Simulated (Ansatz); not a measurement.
Sn10OH14. Charge 0, multiplicity 3. Geometry PBE-D4/def2-SVP, that of the neutral singlet.

```csv
atom,x (Å),y (Å),z (Å)
Sn1,0.021,1.450,2.752
Sn2,-1.132,2.652,-1.530
Sn3,3.064,0.913,-0.662
Sn4,1.132,-2.767,1.310
Sn5,-0.023,-1.575,-2.980
Sn6,-3.066,-1.041,0.413
Sn7,0.978,2.526,0.332
Sn8,-0.959,-1.148,2.280
Sn9,-2.154,0.064,-2.023
Sn10,2.133,-1.716,-1.115
O11,-0.038,-2.457,-4.641
H12,-1.241,2.456,3.392
H13,1.298,1.398,3.927
H14,-2.407,3.653,-0.904
H15,-0.591,3.363,-3.018
H16,4.370,0.868,0.482
H17,3.685,1.576,-2.141
H18,2.418,-2.825,2.477
H19,0.578,-4.393,1.060
H20,-4.358,-0.062,1.039
H21,-3.703,-2.630,0.132
H22,1.590,4.135,0.597
H23,-1.558,-1.835,3.765
H24,-3.438,0.118,-3.196
H25,3.404,-2.722,-1.747
```

In the def2 sets Sn takes a core potential; there is no spin–orbit coupling. Single mean-field runs in def2-TZVP are fitted with def2-universal-jkfit. At PBE0-D4/def2-TZVP a singlet of charge 0 lies 1.61 eV below the triplet at the same geometry.

Estimate the α-spin orbital energies around the gap (eV) in Ansatz with PBE-D4/def2-TZVP, PBE0-D4/def2-TZVP.


```csv
orbital,PBE-D4/def2-TZVP,PBE0-D4/def2-TZVP
HOMO−5,-6.64,-7.55
HOMO−4,-6.59,-7.44
HOMO−3,-6.47,-7.24
HOMO−2,-6.43,-7.24
HOMO−1,-6.25,-7.07
HOMO,-3.72,-4.57
LUMO,-3.37,-2.72
LUMO+1,-2.67,-1.86
LUMO+2,-2.45,-1.66
LUMO+3,-2.40,-1.63
LUMO+4,-2.22,-1.50
LUMO+5,-2.01,-1.27
β HOMO,-6.32,-7.20
β LUMO,-5.43,-4.35
```
